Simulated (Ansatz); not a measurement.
This geometry of GeH5N (7 atoms, charge 0, multiplicity 1) is a first-order saddle point.

All numbers below come from RKS B3LYP/def2-SVP in Ansatz.

```xyz
7
Properties=species:S:1:pos:R:3
N -0.327 -1.130 -0.074
Ge 0.133 0.662 -0.146
H 0.468 -1.758 0.027
H -1.003 -1.354 0.653
H -0.283 1.264 -1.505
H -0.591 1.433 0.982
H 1.664 0.815 0.017
```

Which two structures does it join? (They come from a converged band through this point; their orientation in space is the band's.)

No bond is made or broken. The dihedral H4–N1–Ge2–H7 goes from -177 to 62°. The two ends are copies of one structure, up to a mirror image or an exchange of like atoms.

First end point:

```xyz
7
Properties=species:S:1:pos:R:3
N -0.107 -1.168 -0.099
Ge 0.156 0.664 -0.108
H 0.366 -1.649 0.665
H -1.089 -1.441 -0.078
H -0.576 1.212 -1.349
H -0.364 1.417 1.148
H 1.676 0.897 -0.226
```

Last end point:

```xyz
7
Properties=species:S:1:pos:R:3
N -0.496 -1.057 0.103
Ge 0.143 0.667 -0.105
H -0.115 -1.719 -0.572
H -0.347 -1.441 1.036
H -0.221 1.111 -1.536
H -0.579 1.538 0.942
H 1.677 0.833 0.086
```

How far does it lie above each of them?

0.044 eV above the first and 0.044 eV above the second. This is the barrier of this one path; another mechanism may lie lower.

Run time: 99 s on 1 thread of Intel(R) Xeon(R) Platinum 8488C (Sapphire Rapids), on a shared host, peak memory 0.24 GiB.
